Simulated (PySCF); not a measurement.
Compound: C4H7FGe.
SMILES: `FC1=C[CH2][GeH2][CH2]1`

Computed with PySCF at wB97X-D/def2-SVPD, non-relativistic, on one gas-phase PBE0-D3(BJ)/def2-SVP geometry that isn't relaxed in the solvent. The solvent is an IEF-PCM continuum (Bondi radii, 1.10 Å for H, scaled by 1.2), and excitations are vertical TDDFT with non-equilibrium linear response and a frozen core. Only the electrostatic response of the medium enters. Spin–orbit coupling is left out although an atom past zinc is present.

Gas-phase singlets (H = HOMO, L = LUMO):

| state | E (eV) | λ (nm) | f | leading configuration |
| --- | --- | --- | --- | --- |
| S1 | 6.683 | 186 | 0.005 | H→L 62% |
| S2 | 6.962 | 178 | 0.106 | H→L+1 49% |
| S3 | 7.083 | 175 | 0.071 | H→L+2 50% |
| S4 | 7.612 | 163 | 0.002 | H→L+3 59% |
| S5 | 7.708 | 161 | 0.003 | H-1→L+2 87% |

Task: Give the list for benzene (ε = 2.271), n² = 2.25.

Result: 
```json
{"state": "S1", "E (eV)": "6.676", "λ (nm)": "186", "f": "0.009", "leading configuration": "H→L 60%", "change by rank (eV)": "-0.007"}
{"state": "S2", "E (eV)": "6.896", "λ (nm)": "180", "f": "0.243", "leading configuration": "H→L+2 71%", "change by rank (eV)": "-0.066"}
{"state": "S3", "E (eV)": "7.104", "λ (nm)": "175", "f": "0.025", "leading configuration": "H→L+1 59%", "change by rank (eV)": "+0.021"}
{"state": "S4", "E (eV)": "7.643", "λ (nm)": "162", "f": "0.002", "leading configuration": "H→L+3 52%", "change by rank (eV)": "+0.031"}
{"state": "S5", "E (eV)": "7.658", "λ (nm)": "162", "f": "0.005", "leading configuration": "H-1→L+2 76%", "change by rank (eV)": "-0.050"}
```

Task: How do the frontier levels move from gas to benzene?

Result: 
| orbital | gas (eV) | solvent (eV) | change (eV) |
| --- | --- | --- | --- |
| LUMO+2 | 2.29 | 2.35 | +0.06 |
| LUMO+1 | 2.08 | 2.18 | +0.10 |
| LUMO | 1.91 | 2.01 | +0.10 |
| HOMO | -8.83 | -8.79 | +0.04 |
| HOMO-1 | -10.33 | -10.22 | +0.11 |
| HOMO-2 | -10.93 | -10.83 | +0.10 |
| HOMO-3 | -11.27 | -11.16 | +0.11 |

The HOMO–LUMO gap goes from 10.74 to 10.80 eV.

On one thread, Arm Neoverse N1 (aarch64), no GPU, shared host, this took 55 s of wall time and 1.0 GiB of memory at its peak. This is the whole response run at wB97X-D/def2-SVPD in benzene, SCF included.
